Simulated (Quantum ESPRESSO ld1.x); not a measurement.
The numbers below are computed, except where a source is named.
Task: Radial electron density D(r) = 4 pi r^2 rho(r) of an atom or ion with 36 electrons. Code: ld1.x of Quantum ESPRESSO 7.5. Model: scalar-relativistic Kohn-Sham, LDA (Slater exchange, Perdew-Zunger correlation), spin-polarised, spherical densities, point nucleus.

```
   r/bohr * D(r) (the largest magnitude, 106, reaches the edge; | marks zero)
 0.001937 |    *
 0.002462 |      *
  0.00313 |         *
  0.00401 |              *
 0.005098 |                   *
 0.006533 |                         *
 0.008305 |                               *
  0.01064 |                                     *
  0.01353 |                                        *
  0.01734 |                                         *
  0.02204 |                                       *
  0.02802 |                                     *
  0.03591 |                                     *
  0.04564 |                                           *
  0.05849 |                                                   *
  0.07436 |                                                      *
  0.09529 |                                               *
   0.1211 |                                       *
   0.1552 |                                         *
   0.1973 |                                              *
   0.2509 |                                        *
   0.3215 |                      *
   0.4087 |             *
   0.5237 |           *
   0.6657 |       *
   0.8531 | *
    1.085 *
     1.39 *
    1.767 *
```

What is the nuclear charge?

Result: Z = 61. The innermost maximum, from 1s, lies near gamma/Z bohr with gamma = sqrt(1 - (Z/c)^2) = 0.895, here 0.0147 bohr (found: 0.0161), and its height grows with Z. The density is that of the promethium ion Pm25+ in [Kr]; the configuration itself is not fixed sharply by these data, and Z only to a few units. D(r) has 3 maxima, at r = 0.0161, 0.0703, 0.202 bohr, and minima at 0.0308, 0.132 bohr, inside which lie 1.95, 11.03 electrons.
